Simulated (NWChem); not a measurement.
# C$_{3}$H$_{7}$F; SMILES CC(C)F

All runs: NWChem. Pople sets run with spherical d functions. B3LYP is NWChem's, with the RPA form of VWN correlation. Each level has its own optimisation; frequencies are unscaled. Brackets give each atom's bonded neighbours.

```
level                r C–C (Å)  r C–H [C(CHHH)–H(C)] (Å)  r C–F (Å)  r C–H [C(CCFH)–H(C)] (Å)  highest harmonic frequency (cm⁻¹)  lowest (cm⁻¹)  zero-point energy (kcal/mol)  dipole (D)
-------------------  ---------  ------------------------  ---------  ------------------------  ---------------------------------  -------------  ----------------------------  ----------
Hartree-Fock/6-31G*      1.515                     1.085      1.381                     1.084                               3289            232                          64.6        1.93
B3LYP/6-31G*             1.521                     1.095      1.404                     1.099                               3135            222                          60.6        1.70
PBE0/def2-SVP            1.512                     1.100      1.386                     1.106                                ___            222                          60.3         ___
```

**Question.** Some entries are withheld; supply them.

**Answer.** 
- PBE0/def2-SVP, highest harmonic frequency (cm⁻¹): 3171
- PBE0/def2-SVP, dipole (D): 1.78
